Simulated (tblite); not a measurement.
Species: C4H7BO2Si.
Atom-mapped SMILES: `[OH:1][B:2]([OH:3])[C:4]1=[CH:5][CH:6]=[CH:7][SiH2:8]1` (hydrogens: H9 on O1; H10 on O3; H11 on C5; H12 on C6; H13 on C7; H14, H15 on Si8)

Computed with GFN2-xTB (tblite), gas phase: L-BFGS steps from a force-field or distance-geometry start until the largest atomic force falls under 0.01 eV/Å.

Step 21: E = -632.6041 eV
```
atom  x, y, z in Å  |  force x, y, z in eV/Å
O1      2.6350    0.9011    0.8724   -0.009   0.011  -0.031
B2      1.8454    0.0157    0.1941    0.021  -0.016   0.030
O3      2.4359   -1.0258   -0.4402    0.021   0.019   0.021
C4      0.2964    0.0828    0.0950   -0.031   0.040  -0.028
C5     -0.5156    1.1288    0.3443   -0.042  -0.026  -0.010
C6     -1.9403    0.9307    0.1040    0.017  -0.059   0.004
C7     -2.2890   -0.2843   -0.3423    0.014  -0.020  -0.047
Si8    -0.7417   -1.3608   -0.5450   -0.064   0.000  -0.020
H9      2.1594    1.6176    1.2880    0.037   0.011   0.026
H10     3.3905   -1.0490   -0.3671    0.025   0.023   0.023
H11    -0.1665    2.0956    0.6938   -0.037  -0.022  -0.015
H12    -2.6427    1.7383    0.2824    0.110  -0.057   0.007
H13    -3.3102   -0.5489   -0.5664    0.021   0.034   0.047
H14    -0.7067   -2.5528    0.3096   -0.041   0.064  -0.015
H15    -0.4544   -1.6809   -1.9446   -0.042  -0.004   0.010
```

Step 22: E = -632.6057 eV
```
atom  x, y, z in Å  |  force x, y, z in eV/Å
O1      2.6351    0.9025    0.8664   -0.003   0.021  -0.007
B2      1.8448    0.0164    0.1905    0.032  -0.018   0.033
O3      2.4401   -1.0268   -0.4372    0.067   0.016   0.010
C4      0.2955    0.0831    0.0892    0.019   0.030  -0.003
C5     -0.5167    1.1274    0.3429   -0.015  -0.031  -0.008
C6     -1.9393    0.9297    0.1049   -0.010  -0.093  -0.014
C7     -2.2904   -0.2841   -0.3412    0.024  -0.064  -0.067
Si8    -0.7429   -1.3611   -0.5458   -0.093   0.005  -0.022
H9      2.1645    1.6158    1.2933    0.027   0.009   0.006
H10     3.3961   -1.0459   -0.3621   -0.047   0.027   0.021
H11    -0.1713    2.0933    0.6941   -0.001   0.015  -0.003
H12    -2.6400    1.7353    0.2829    0.056   0.011   0.025
H13    -3.3118   -0.5467   -0.5659    0.017   0.030   0.049
H14    -0.7115   -2.5510    0.3109   -0.034   0.056  -0.011
H15    -0.4567   -1.6799   -1.9447   -0.040  -0.014  -0.009
```

**Question.** Estimate the geometry and energy of step 23. (The exact step hangs on the optimiser's Hessian estimate; all steps are aligned on step 22, rigid shifts and turns removed.)

**Answer.** E = -632.6069 eV, largest force 0.099 eV/Å
```
atom  x, y, z in Å  |  force x, y, z in eV/Å
O1      2.6351    0.9041    0.8623    0.011   0.023   0.013
B2      1.8449    0.0166    0.1886    0.025  -0.010   0.031
O3      2.4435   -1.0274   -0.4346    0.084   0.014   0.001
C4      0.2952    0.0833    0.0848    0.043   0.004   0.009
C5     -0.5177    1.1260    0.3418    0.019  -0.033  -0.007
C6     -1.9385    0.9272    0.1052   -0.020  -0.076  -0.018
C7     -2.2910   -0.2851   -0.3418    0.012  -0.073  -0.066
Si8    -0.7452   -1.3611   -0.5470   -0.067   0.006  -0.026
H9      2.1686    1.6150    1.2974    0.016   0.007  -0.009
H10     3.4001   -1.0431   -0.3585   -0.076   0.027   0.021
H11    -0.1753    2.0916    0.6941    0.019   0.034   0.005
H12    -2.6363    1.7330    0.2837    0.009   0.046   0.034
H13    -3.3127   -0.5444   -0.5644   -0.008   0.013   0.039
H14    -0.7157   -2.5482    0.3115   -0.030   0.038  -0.001
H15    -0.4593   -1.6795   -1.9450   -0.037  -0.022  -0.026
```

The energy changes by -0.0012 eV. The first-order estimate −F·Δx gives -0.0017 eV and the mean of the old and new forces, exact on a quadratic surface, -0.0012 eV. The step makes an angle of 62° with the force vector and moves no atom by more than 0.006 Å.

The cost below is that of the whole relaxation. Hardware: one thread, Intel Xeon at 2.50 GHz (x86_64), shared host. Cost: 1.2 s wall.
